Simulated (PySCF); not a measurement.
Al(F)(OH)(SH), H₂AlFOS, SMILES [OH][Al]([F])[SH], B3LYP/def2-SVP optimised geometry.

```
6

Al    -0.60    -0.59     0.00
F     -1.47    -2.01     0.00
O      1.09    -0.59     0.00
H      1.67    -1.36     0.01
S     -1.67     1.30     0.00
H     -0.52     2.01     0.00
```

Density from B3LYP/def2-TZVP (PySCF 2.14.0) at that geometry.

Minimum of the electron density along straight lines between bonded atoms, close to the bond critical point (lines longer than 1.1 times the sum of covalent radii, or with two minima, are not listed):

```tsv
bond	length / Å	ρ at the minimum / e bohr⁻³	∇²ρ there / e bohr⁻⁵	position (fraction from the first atom)
Al1–F2	1.663	0.110	0.87	0.44
Al1–O3	1.692	0.111	0.80	0.43
O3–H4	0.961	0.354	-2.39	0.81
Al1–S5	2.171	0.076	0.20	0.38
S5–H6	1.355	0.208	-0.57	0.64
```
